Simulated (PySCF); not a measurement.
## Worked example: chemical shift, span and skew from a shielding tensor

N-methyl-N-silylmethanamine (C₂H₉NSi), SMILES N(C)([SiH3])C. Atoms are numbered in the order given.

```xyz
13

Si     1.3545     0.0110     0.0000
N     -0.3776    -0.1475     0.0000
C     -1.1472     0.0289    -1.2148
H     -0.5311    -0.1885    -2.1012
H     -2.0118    -0.6616    -1.2337
H     -1.5493     1.0579    -1.3289
C     -1.1472     0.0289     1.2148
H     -2.0118    -0.6616     1.2337
H     -0.5311    -0.1885     2.1012
H     -1.5493     1.0579     1.3289
H      1.8751     1.4208     0.0000
H      1.8781    -0.6521    -1.2292
H      1.8781    -0.6521     1.2292
```

Coordinates come from a B3LYP-D3(BJ)/def2-SVP optimisation.

GIAO shieldings from KT2/pcSseg-1 run with PySCF, non-relativistic, no solvent. The symmetric part of the tensor of Si1 has the principal values 343.1, 371.1, 500.0 ppm. The same nucleus in TMS has σ = 361.9 ppm at this level (PySCF, at its B3LYP-D3(BJ)/def2-TZVP geometry).

Task: Work out the isotropic shielding, the ²⁹Si shift against TMS, the span and the skew.

Result: 
σ(iso) = (σ11 + σ22 + σ33)/3 = 404.7 ppm. δ = σ(ref) − σ(iso) = 361.9 − (404.7) = -42.8 ppm.
Span Ω = σ33 − σ11 = 156.9 ppm. Skew κ = 3(σ(iso) − σ22)/Ω = 0.64. Tumbling in solution averages the tensor to δ; in a static solid the shielding alone would spread this spin-1/2 line over Ω.
